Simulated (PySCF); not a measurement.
SMILES [GeH]([CH2]C)([NH2])[NH2] (C₂H₁₀GeN₂) at its GFN2-xTB optimised geometry (Å):

```
15

Ge    -1.4278    -0.1360     0.0000
N     -1.9799    -0.8521     1.5814
N     -2.2663     1.4797     0.0000
C      0.5695    -0.1360     0.0000
C      1.1791    -1.5296    -0.0423
H     -1.9722    -0.8317    -1.2439
H     -1.6816    -1.7960     1.7789
H     -2.9751    -0.7955     1.7454
H     -2.1637     2.0055     0.8569
H     -2.0603     2.0960    -0.7727
H      0.9096     0.3864     0.8959
H      0.9239     0.4394    -0.8574
H      0.8303    -2.0738    -0.9181
H      2.2663    -1.4738    -0.0839
H      0.9004    -2.0960     0.8435
```

Computed with PBE0/def2-TZVP in PySCF.

Map of the electrostatic potential (hartree/e), clipped to [-0.08, 0.12] on the plane z = 1.0 Å:

```
|::::::::--:::::::::::::::::::|
|::::::------:::::::::::::::::|
|::::::------:::::::::::::::::|
|:::::--------::::::::::::::::|
|:::::-====---::::::::::::::::|
|...::=+#*+=--::::::::::::::::|
|....:+@@@%=-:::::::::::::::::|
|....:#@@@@+-:::::::::::::::::|
|.   :#@@@@+-:::::::::::::::::|
|.   .+@@@@=-::::---::::::::::|
|.    -#@@#+=----=+=-:::::::::|
|.    :=#%%%#+=-+@@@+-::::::::|
|.....:=#@@@@%++@@@@#-::::::::|
|...::-*@@@@@@**@@@@%-::::::::|
|:::-=+%@@@@@@#*@@@@*-::::::::|
|:--=*#@@@@@@@#*@@@#=-::::::::|
|--=+#@@@@@@@@*+*#*+=-::::::::|
|--=+#%@@@@@@#+=++**+----:::::|
|---==+@@@@@%*==+#@%*=----::::|
|------=#@@%*+==#@@@#=---:::::|
|:--::::=*##++=+@@@@%=-:::::::|
|:::::::-+**+==+@@@@#-::::::::|
|::::::--=++====%@@@+-::::::::|
|::::::--=====-==**+-:::::::::|
|::::::-------------::::::::::|
|::::::------------:::::::::::|
|::::::----------:::::::::::::|
|:::::::--------::::::::::::::|
|::::::::-----::::::::::::::::|
```
Scale: ten equal steps from -0.042 (start of ' ') to 0.120 (end of '@'), in the order ' .:-=+*#%@'; x runs from -4.50 to 4.50, y from -4.50 (bottom) to 4.50 (top).
